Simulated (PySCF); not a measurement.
Polarisability and C₆ of Cu²⁺ (copper, charge +2)

[Ar] 3d9, 2D determinant. Calculation: PySCF 2.14, in aug-cc-pwCVTZ-DK; scalar relativity by spin-free X2C-1e. Coupled (time-dependent) response in atomic units; α is the mean over directions.

```tsv
method	mean α (bohr³)	α xx, yy, zz	C₆ (like pair)	S(−4)
UHF	2.432	2.343, 2.343, 2.611	6.533	2.492
PBE	3.122	2.996, 2.996, 3.375	8.575	5.426
```

S(−4) is the Cauchy moment in α(ω) = α(0) + S(−4) ω² + …

α(iu) at UHF:

```json
{"u (hartree)": "0", "α(iu) (bohr³)": "2.432"}
{"u (hartree)": "0.0500", "α(iu) (bohr³)": "2.426"}
{"u (hartree)": "0.100", "α(iu) (bohr³)": "2.408"}
{"u (hartree)": "0.200", "α(iu) (bohr³)": "2.340"}
{"u (hartree)": "0.300", "α(iu) (bohr³)": "2.241"}
{"u (hartree)": "0.500", "α(iu) (bohr³)": "2.007"}
{"u (hartree)": "0.750", "α(iu) (bohr³)": "1.729"}
{"u (hartree)": "1.00", "α(iu) (bohr³)": "1.501"}
{"u (hartree)": "1.50", "α(iu) (bohr³)": "1.162"}
{"u (hartree)": "2.00", "α(iu) (bohr³)": "0.9254"}
{"u (hartree)": "3.00", "α(iu) (bohr³)": "0.6243"}
{"u (hartree)": "5.00", "α(iu) (bohr³)": "0.3398"}
```

A single London oscillator, α(iu) = α/(1 + u²/ω²), gives C₆ = (3/4) ω α². Matching the computed C₆ needs ω = 4 × 6.533 / (3 × 2.432²) = 1.47 hartree.

For an ion, C₆ is the dispersion term alone; charge-induced terms of lower order in 1/R come first.

The components differ because the open shell of this determinant is not spherical; for a pure term their mean is the scalar polarisability.
